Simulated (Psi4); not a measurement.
H3ClSi, singlet, geometry from GFN2-xTB; Psi4 with MP3/aug-cc-pVDZ.

The Psi4 input:
```
memory 2 GB

molecule {
0 1
Si   -0.96231450   -0.03780496   -0.06063844
Cl    1.04230854    0.04094756    0.06567912
H    -1.31550955   -1.02748432   -1.07192008
H    -1.44611841    1.28449229   -0.44059408
H    -1.48521425   -0.42384708    1.24490737
}

set {
  basis aug-cc-pvdz
  freeze_core true
}

energy('mp3')
print_variables()
```

What the program printed (banner, timings and long lists left out):

```
    Information: MP3 default algorithm changed to DF in August 2020. Use `set mp_type conv` for previous behavior.
    For method 'MP3', SCF Algorithm Type (re)set to DISK_DF.

   => Loading Basis Set <=

    Name: AUG-CC-PVDZ
    Role: ORBITAL
    Keyword: BASIS

         ---------------------------------------------------------
                                   SCF
               by Justin Turney, Rob Parrish, Andy Simmonett
                          and Daniel G. A. Smith
                              RHF Reference
         ---------------------------------------------------------

  ==> Geometry <==

    Molecular point group: c1
    Full point group: C1

    Geometry (in Angstrom), charge = 0, multiplicity = 1:

       Center              X                  Y                   Z               Mass
    ------------   -----------------  -----------------  -----------------  -----------------
         SI          -1.041831206414    -0.040928808761    -0.065649038834    27.976926534650
         CL           0.962791833586     0.037823711239     0.060668521166    34.968852682000
         H           -1.395026256414    -1.030608168761    -1.076930678834     1.007825032230
         H           -1.525635116414     1.281368441239    -0.445604678834     1.007825032230
         H           -1.564730956414    -0.426970928761     1.239896771166     1.007825032230

  Running in c1 symmetry.

  Rotational constants: A =      2.90351  B =      0.23148  C =      0.23148 [cm^-1]
  Rotational constants: A =  87045.07561  B =   6939.47870  C =   6939.47870 [MHz]
  Nuclear repulsion =   88.100195577625570

  Charge       = 0
  Multiplicity = 1
  Electrons    = 34
  Nalpha       = 17
  Nbeta        = 17

  ==> Algorithm <==

  SCF Algorithm Type is DISK_DF.
  DIIS enabled.
  MOM disabled.
  Fractional occupation disabled.
  Guess Type is SAD.
  Energy threshold   = 1.00e-08
  Density threshold  = 1.00e-08
  Integral threshold = 1.00e-12

  ==> Primary Basis <==

  Basis Set: AUG-CC-PVDZ
    Blend: AUG-CC-PVDZ
    Number of shells: 37
    Number of basis functions: 81
    Number of Cartesian functions: 85
    Spherical Harmonics?: true
    Max angular momentum: 2

   => Loading Basis Set <=

    Name: (AUG-CC-PVDZ AUX)
    Role: JKFIT
    Keyword: DF_BASIS_SCF

  ==> Integral Setup <==

  ==> DiskDFJK: Density-Fitted J/K Matrices <==

    J tasked:                  Yes
    K tasked:                  Yes
    wK tasked:                  No
    Integrals threads:           1
    Algorithm:                Core
    Integral Cache:           SAVE
    Schwarz Cutoff:          1E-12
    Fitting Condition:       1E-10

   => Auxiliary Basis Set <=

  Basis Set: (AUG-CC-PVDZ AUX)
    Blend: AUG-CC-PVDZ-JKFIT
    Number of shells: 116
    Number of basis functions: 352
    Number of Cartesian functions: 405
    Spherical Harmonics?: true
    Max angular momentum: 3

  Minimum eigenvalue in the overlap matrix is 3.7909251058E-04.
  Reciprocal condition number of the overlap matrix is 4.9722890458E-05.
    Using symmetric orthogonalization.

  ==> Pre-Iterations <==

  SCF Guess: Superposition of Atomic Densities via on-the-fly atomic UHF (no occupation information).

   -------------------------
    Irrep   Nso     Nmo
   -------------------------
     A         81      81
   -------------------------
    Total      81      81
   -------------------------

  ==> Iterations <==

                           Total Energy        Delta E     RMS |[F,P]|

   @DF-RHF iter SAD:  -749.89922669830105   -7.49899e+02   0.00000e+00
   @DF-RHF iter   1:  -750.20015604476066   -3.00929e-01   1.70254e-03 ADIIS/DIIS
   @DF-RHF iter   2:  -750.22046450851906   -2.03085e-02   5.16976e-04 ADIIS/DIIS
   @DF-RHF iter   3:  -750.22252859548246   -2.06409e-03   1.86158e-04 ADIIS/DIIS
   @DF-RHF iter   4:  -750.22280528992633   -2.76694e-04   2.39354e-05 DIIS
   @DF-RHF iter   5:  -750.22281094160701   -5.65168e-06   5.72594e-06 DIIS
[...]
  @DF-RHF Final Energy:  -750.22281121233004
    Total Energy =                       -750.2228112123301571
  DIE_IF_NOT_CONVERGED          => (empty)
[...]
  PE                            => (empty)
  PPL_TYPE                      => (empty)
  PRINT                         => (empty)
  PRINT_NOONS                   => (empty)
  PROPERTIES                    => (empty)
  PROPERTIES_ORIGIN             => (empty)
  PUREAM                        => (empty)
  QCHF                          => (empty)
  QC_MODULE                     => (empty)
  RAS1                          => (empty)
  RAS2                          => (empty)
  RAS3                          => (empty)
  RAS4                          => (empty)
  READ_SCF_3INDEX               => (empty)
  REGULARIZATION                => (empty)
  REG_PARAM                     => (empty)
  RELATIVISTIC                  => (empty)
  REMP_A                        => (empty)
  RESTRICTED_DOCC               => (empty)
  RESTRICTED_UOCC               => (empty)
  RMS_MOGRAD_CONVERGENCE        => (empty)
  R_CONVERGENCE                 => (empty)
  SCF_TYPE                      => DISK_DF         !
  SCREENING                     => (empty)
  SCS_TYPE                      => (empty)
  SOCC                          => (empty)
  SOS_TYPE                      => (empty)
  TRIPLES_IABC_TYPE             => (empty)
  WFN                           => (empty)
  WFN_TYPE                      => DF-OMP3         !
  WRITER_FILE_LABEL             => (empty)
  ZORA_BASIS_TOLERANCE          => (empty)
  ZORA_NR_DEBUG                 => (empty)
  ZORA_PRUNING_SCHEME           => (empty)
  ZORA_RADIAL_POINTS            => (empty)
  ZORA_SPHERICAL_POINTS         => (empty)

	For this residual convergence, default PCG convergence is:     1.00e-07
	For this energy convergence, default residual convergence is:     3.16e-07

 ==============================================================================
 ==============================================================================
 ==============================================================================

                     DF-MP3
              Program Written by Ugur Bozkaya
              Latest Revision September 9, 2017

 ==============================================================================
 ==============================================================================
 ==============================================================================

	MO spaces...

	 FC   OCC   VIR   FV
	----------------------
	 10    7    64    0

	Number of basis functions in the DF-CC basis: 253

	Total memory requirement for DF+CC int:     14.99 MB

	Computing DF-MP2 energy ...
	=======================================================================
	Nuclear Repulsion Energy (a.u.)    :    88.10019557762557
	DF-HF Energy (a.u.)                :  -750.22281121233004
	REF Energy (a.u.)                  :  -750.22281121233004
	DF-MP2 Correlation Energy (a.u.)   :    -0.25613240989627
	DF-MP2 Total Energy (a.u.)         :  -750.47894362222632
	=======================================================================

	=======================================================================
	================ MP3 FINAL RESULTS ====================================
	=======================================================================
	Nuclear Repulsion Energy (a.u.)    :    88.10019557762557
	SCF Energy (a.u.)                  :  -750.22281121233004
	REF Energy (a.u.)                  :  -750.22281121233004
	3rd Order Energy (a.u.)            :    -0.03182273856009
	DF-MP2.5 Correlation Energy (a.u.) :    -0.27204377917633
	DF-MP2.5 Total Energy (a.u.)       :  -750.49485499150637
	DF-MP3 Correlation Energy (a.u.)   :    -0.28795514845634
	DF-MP3 Total Energy (a.u.)         :  -750.51076636078642
	=======================================================================

  Variable Map:
  ----------------------------------------------------------------------------
[...]
  Array Variable Map:
  ----------------------------------------------------------------------------
[...]
[...]
```
